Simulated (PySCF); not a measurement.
**Correlation energy of Sr (strontium, neutral)**

[Kr] 4d1 5s1, high-spin 3D determinant (an excited configuration). Computed with PySCF 2.14 in aug-cc-pVQZ-X2C (9s8p6d3f2g, 102 functions), with scalar relativity by spin-free X2C-1e. Frozen: [Kr]; 2 electrons correlated.

Total MP2 correlation energy: -3.97 mhartree.

Same-spin part -3.97 and opposite-spin part 0.00 mhartree; SCS-MP2 scales them by 1/3 and 6/5 to -1.32 mhartree.
